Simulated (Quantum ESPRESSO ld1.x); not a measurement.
Problem. The mean radii <r> (bohr) of the occupied orbitals of an atom or ion are listed with their occupations. Calculated with ld1.x of Quantum ESPRESSO 7.5: Dirac Kohn-Sham, PW91, spin-unpolarised, spherical densities, point nucleus.

| orbital | occ. | <r> |
|---|---|---|
| 1s1/2 | 2 | 0.04861 |
| 2s1/2 | 2 | 0.2169 |
| 2p1/2 | 2 | 0.1877 |
| 2p3/2 | 4 | 0.1911 |
| 3s1/2 | 2 | 0.5870 |
| 3p1/2 | 2 | 0.5818 |
| 3p3/2 | 4 | 0.5883 |
| 3d3/2 | 1 | 0.5529 |

Name the element and its charge. Open shells, if any, fill j = l - 1/2 first.

Solution. Z = 31, gallium, charge +12: Ga12+ in [Ar] 3d1. The 1s radius gives Z: for a bare nucleus <r> = (2 gamma + 1)/(2Z) with gamma = sqrt(1 - (Z/c)^2), 0.04755 bohr for Z = 31, and screening makes it slightly larger (0.04861 here). The occupations add up to 19, and the charge is Z minus that.
